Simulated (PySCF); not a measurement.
**Substituent chemical shifts**

Parent skeleton `[SiH2:1]1[SiH2:2][SiH2:3][SiH2:4]1`; one hydrogen on atom 1 is replaced by X. Hydrogens on one atom are averaged.

All values are calculated (PySCF 2.14.0 with density-fitted response routines): NMR shieldings at PBE0/pcSseg-1/GIAO, GFN2-xTB structure. Isolated molecule, non-relativistic Hamiltonian, a single conformation, fast rotation and ring inversion assumed for equivalent nuclei.

Chemical shifts δ = σref − σ; TMS for 29Si (σ = 349.16 ppm) and 1H (σ = 31.72 ppm), all at this level.

Parent (X = H): Si1 -92.4, Si2/Si4 -92.4, Si3 -92.4, H(Si1) 4.20, H(Si2)/H(Si4) 4.20, H(Si3) 4.20 ppm. Effects are Δδ = δ(X) − δ(H), positive for deshielding.

Question: Give Δδ (ppm) for X = Cl, OCHO, CHO, NHCOCH3, NH2, C(S)CH3, CH2OCH3.

Answer: 
```tsv
X	SMILES	Si1	Si2/Si4	Si3	H(Si1)	H(Si2)/H(Si4)	H(Si3)
Cl	Cl[SiH]1[SiH2][SiH2][SiH2]1	+108.0	+15.0	-10.9	+2.15	+0.16	-0.09
OCHO	O=CO[SiH]1[SiH2][SiH2][SiH2]1	+117.1	+18.8	-4.3	+1.89	+0.13	+0.02
CHO	O=C[SiH]1[SiH2][SiH2][SiH2]1	+28.0	+9.7	+3.3	+0.75	+0.02	+0.19
NHCOCH3	CC(=O)N[SiH]1[SiH2][SiH2][SiH2]1	+66.4	+19.2	-6.9	+1.16	+0.03	-0.06
NH2	N[SiH]1[SiH2][SiH2][SiH2]1	+83.6	+6.9	-21.5	+1.77	-0.03	-0.35
C(S)CH3	CC(=S)[SiH]1[SiH2][SiH2][SiH2]1	+56.4	+16.7	+2.7	+1.57	+0.01	+0.13
CH2OCH3	COC[SiH]1[SiH2][SiH2][SiH2]1	+50.7	+9.6	-6.5	+0.55	-0.01	-0.16
```

Question: Which position responds most, and to which substituents?

Answer: Si1: from +28.0 ppm with CHO to +117.1 ppm with OCHO.
